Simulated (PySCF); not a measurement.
# How the functional moves excitation energies

Compound: C3H5B.
SMILES: `BCC#C`

Linear-response calculations in the def2-SVPD basis (PySCF; singlets by full response, triplets Tamm–Dancoff, core orbitals frozen in the response; HF means time-dependent Hartree–Fock). 'Strongest' is the level of largest summed f among the singlets computed (6 and 10 roots, of which the last may lack a degenerate partner); it can jump between rows when another state enters that window. S1 is the lowest singlet of each run and needn't be the same state throughout; f(S1) is that of one state. Geometry: PBE0-D3(BJ)/def2-SVP, one conformer, isolated molecule.

```csv
functional,kind,S1 (eV),f(S1),strongest (eV),T1 (eV),HOMO (eV),gap (eV),"ionisation energy, ΔSCF (eV)"
LDA,LDA,3.62,0.000,6.47,3.50,-6.53,3.57,10.01
PBE,GGA,3.72,0.000,6.36,3.57,-6.36,3.69,9.79
B3LYP,"global hybrid, 20% exact exchange",4.50,0.000,7.76,4.32,-7.34,5.49,9.93
PBE0,"global hybrid, 25% exact exchange",4.70,0.000,5.09,not run,-7.57,5.97,not run
BHandHLYP,"global hybrid, 50% exact exchange",5.48,0.000,8.31,5.16,-8.64,8.14,9.83
CAM-B3LYP,range-separated hybrid,5.23,0.000,8.21,4.93,-8.94,8.47,10.02
wB97X-D,range-separated hybrid,5.38,0.000,8.50,5.11,-9.44,9.84,9.96
LC-wPBE,range-separated hybrid,5.80,0.001,9.00,5.15,-10.35,11.18,10.10
HF,Hartree–Fock,6.04,0.000,7.91,4.67,-10.29,12.37,not settled
```

S1 runs from 3.62 eV (LDA) to 6.04 eV (HF), a spread of 2.43 eV, while the orbital gap spreads over 8.8 eV. Along PBE (0%), B3LYP (20%), PBE0 (25%), BHandHLYP (50%), HF (100%) S1 rises with the share of exact exchange. −ε(HOMO) comes closest to its own ΔSCF ionisation energy with LC-wPBE (+0.25 eV) and misses most with LDA (-3.48 eV). 'Not settled' means that the ion's SCF failed to converge or may have ended in another state than the lowest.
